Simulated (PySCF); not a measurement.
A GIAO shielding run with PySCF 2.14 (density fitting, non-relativistic, gas phase) on `C#CC(=C)[SiH2]C`, C₅H₈Si:

```
$ OMP_NUM_THREADS=1 python probes_run.py task.json out

{"job": {"kind": "nmr", "xc": "wB97X-D", "basis": "pcSseg-1", "pop": false}, "charge": 0, "multiplicity": 1}
C     -1.018235     2.208136     1.271691
C     -1.007855     1.276518     0.490957
C     -0.924294     0.140530    -0.365955
C     -1.667160     0.023892    -1.483746
Si     0.313253    -1.197122     0.145625
C      2.032842    -0.468000     0.306055
H     -1.043630     3.042983     1.947039
H     -2.379047     0.798082    -1.787915
H     -1.581696    -0.857230    -2.126170
H     -0.119068    -1.780325     1.453498
H      0.266323    -2.265305    -0.901108
H      2.761697    -1.239325     0.598886
H      2.359810    -0.024871    -0.646679
H      2.038784     0.321792     1.072868
```

Hardware: 1 thread of an Arm Neoverse V1, shared host.

(1) How large is the calculation?

(2) How long does it take, and how much memory does it need?

(3) And these other runs on the same molecule and hardware: GIAO shielding at B3LYP/pcSseg-1; GIAO shielding at B97-D/pcSseg-1; GIAO shielding at BLYP/pcSseg-1; GIAO shielding at BP86/pcSseg-1; GIAO shielding at HF/pcSseg-1; GIAO shielding at KT2/pcSseg-1?

## Answers

(1) 52 electrons, 149 basis functions and 792 auxiliary functions.

(2) 19 s of wall time, with 13 SCF cycles and 7 response iterations; peak memory 0.87 GiB. Times on a shared host scatter by some tens of per cent.

(3) B3LYP/pcSseg-1: 149 functions, 14 s; B97-D/pcSseg-1: 149 functions, 23 s; BLYP/pcSseg-1: 149 functions, 21 s; BP86/pcSseg-1: 149 functions, 24 s; HF/pcSseg-1: 149 functions, 7 s; KT2/pcSseg-1: 149 functions, 24 s.
